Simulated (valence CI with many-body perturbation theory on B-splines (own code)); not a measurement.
## La36+: calculated level list

Calculated by valence CI with perturbative core correlation (CI+MBPT): three valence electrons over a frozen Dirac-Fock core [Ar], radial functions for each j: 9 s, 9 p, 10 d, 8 f, 5 g, 3 h, 1 i, with the one-electron correlation potential Σ1 (screened to all orders), the two-electron term Σ2, the three-electron term Σ3, Breit, model QED; selected single and double excitations, second order for the rest (own B-spline code, finite nucleus).

The last digits are not significant, and no measured levels were compared; by estimate large intervals hold to a few tenths of a per cent, small ones and those within an open d or f shell to about a per cent. Only levels of the ground parity were solved; by the run's estimate the other parity begins above the list, which can be wrong where configurations are misplaced.

Levels 1 to 19 of 19, with energies above the lowest level, (3d3/2^3) J=3/2. "Leading %" is the weight of the configuration and term that name the level; weights of strongly mixed levels are sums over their largest components and can fall short. In the jj column 3d3/2^4 stands for four electrons in 3d with j = 3/2. Lifetimes count E1, E2, E3, M1 and M2 decay at the calculated energies, and are blank where another channel may lead or the interval is too uncertain; long ones can be off by a factor of two.

| No. | Configuration | Term | J | E (cm⁻¹) | Leading % | Lifetime | Leading jj |
| --- | --- | --- | --- | --- | --- | --- | --- |
| 1 | 3d³ | ⁴F | 3/2 | 0 | 60 |  | 3d3/2^3 (92 %) |
| 2 | 3d³ | ⁴F | 5/2 | 123970 | 88 | 17.9 μs | 3d3/2^2 3d5/2 (96 %) |
| 3 | 3d³ | ⁴P | 3/2 | 168140 | 41 | 18.7 μs | 3d3/2^2 3d5/2 (94 %) |
| 4 | 3d³ | ⁴F | 7/2 | 173990 | 53 | 378 μs | 3d3/2^2 3d5/2 (86 %) |
| 5 | 3d³ | ²G | 9/2 | 185320 | 43 | 67.6 ms | 3d3/2^2 3d5/2 (94 %) |
| 6 | 3d³ | ⁴P | 1/2 | 194290 | 63 | 52.3 μs | 3d3/2^2 3d5/2 (99 %) |
| 7 | 3d³ | ⁴P | 5/2 | 293690 | 68 | 40.7 μs | 3d3/2^2 3d5/2 (68 %) |
| 8 | 3d³ | ²G | 7/2 | 305930 | 51 | 7.86 μs | 3d3/2 3d5/2^2 (91 %) |
| 9 | 3d³ | ⁴F | 9/2 | 324160 | 53 | 13.7 μs | 3d3/2 3d5/2^2 (88 %) |
| 10 | 3d³ | ⁴P | 3/2 | 354360 | 42 | 5.33 μs | 3d3/2 3d5/2^2 (98 %) |
| 11 | 3d³ | ²P | 1/2 | 369520 | 63 | 9.28 μs | 3d3/2 3d5/2^2 (99 %) |
| 12 | 3d³ | ²H | 11/2 | 382760 | 100 | 29.9 μs | 3d3/2 3d5/2^2 (100 %) |
| 13 | 3d³ | ²D | 5/2 | 400610 | 78 | 13.3 μs | 3d3/2 3d5/2^2 (69 %) |
| 14 | 3d³ | ²F | 5/2 | 422000 | 56 | 15.7 μs | 3d3/2 3d5/2^2 (91 %) |
| 15 | 3d³ | ²F | 7/2 | 439560 | 88 | 19.6 μs | 3d3/2 3d5/2^2 (95 %) |
| 16 | 3d³ | ²G | 9/2 | 498860 | 56 | 5.84 μs | 3d5/2^3 (93 %) |
| 17 | 3d³ | ²P | 3/2 | 507800 | 47 | 6.67 μs | 3d3/2 3d5/2^2 (51 %) |
| 18 | 3d³ | ²D | 3/2 | 608040 | 84 | 5.70 μs | 3d5/2^3 (52 %) |
| 19 | 3d³ | ²D | 5/2 | 648070 | 68 | 3.44 μs | 3d5/2^3 (87 %) |

The ionisation energy to 3d² ³F2 of the next ion comes out as 2473.9 eV (NIST: 2473 ± 5 eV (theoretical)). All 19 levels together are meant to be complete up to 673980 cm⁻¹.
